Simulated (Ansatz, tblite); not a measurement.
Removing and adding an electron: BCl2I (BICl2). Charge 0, multiplicity 1. Geometry: PBE0-D4/def2-SVP. Ansatz, gas phase; energy differences of separate SCF runs; the oxidised species was run as a doublet alone; the reduced species was run as a doublet alone.

```csv
atom,x (Å),y (Å),z (Å)
B1,-0.027,-0.090,0.000
Cl2,-1.321,-0.613,1.039
Cl3,0.763,-1.241,-1.038
I4,0.585,1.944,-0.001
```

In the def2 sets I takes a core potential; there is no spin–orbit coupling. The xTB rows come from tblite. Correlated methods freeze 15 core orbitals; core or outer-core shells of I are correlated, in sets that lack core-valence functions.

Task: Estimate orbital energies and vertical ionisation energies and electron affinities at: GFN1-xTB; GFN2-xTB; HF/def2-TZVPP; PBE-D4/def2-TZVP; PBE-D4/def2-TZVPD; r2SCAN-D4/def2-TZVP; r2SCAN-D4/def2-TZVPD; PBE0-D4/def2-TZVP; PBE0-D4/def2-TZVPD; MP2/def2-TZVPP; CCSD/def2-TZVPP; CCSD(T)/def2-TZVPP.

Result: 
```
               level  −HOMO (eV)  vertical IE (eV)  −LUMO (eV)  vertical EA (eV)  HOMO–LUMO gap (eV)  IE − EA (eV)                       remarks
            GFN1-xTB       11.74             15.12        7.43              4.06                4.31         11.05                             –
            GFN2-xTB       12.17             15.19        8.23              4.69                3.94         10.50                             –
       HF/def2-TZVPP           –              9.31           –                 –                   –             –                             –
    PBE-D4/def2-TZVP        6.71              9.75        2.86                 –                3.86             –                             –
   PBE-D4/def2-TZVPD        6.75                 –        2.94              0.36                3.81             –  HOMO above zero (-1 doublet)
 r2SCAN-D4/def2-TZVP        7.02              9.93        2.63                 –                4.39             –                             –
r2SCAN-D4/def2-TZVPD        7.04                 –        2.69              0.42                4.35             –  HOMO above zero (-1 doublet)
   PBE0-D4/def2-TZVP        7.90             10.05        2.01                 –                5.89             –                             –
  PBE0-D4/def2-TZVPD        7.92                 –        2.09              0.42                5.84             –  HOMO above zero (-1 doublet)
      MP2/def2-TZVPP           –             10.25           –                 –                   –             –                             –
     CCSD/def2-TZVPP           –             10.06           –                 –                   –             –                             –
  CCSD(T)/def2-TZVPP           –             10.09           –                 –                   –             –                             –
```

   A HOMO above zero means that the electron is unbound at that level or that self-interaction error raises the level; the energy of removing that electron tells which. Raw xTB energy differences between charge states are shifted by several eV; the methods need an empirical correction for them.
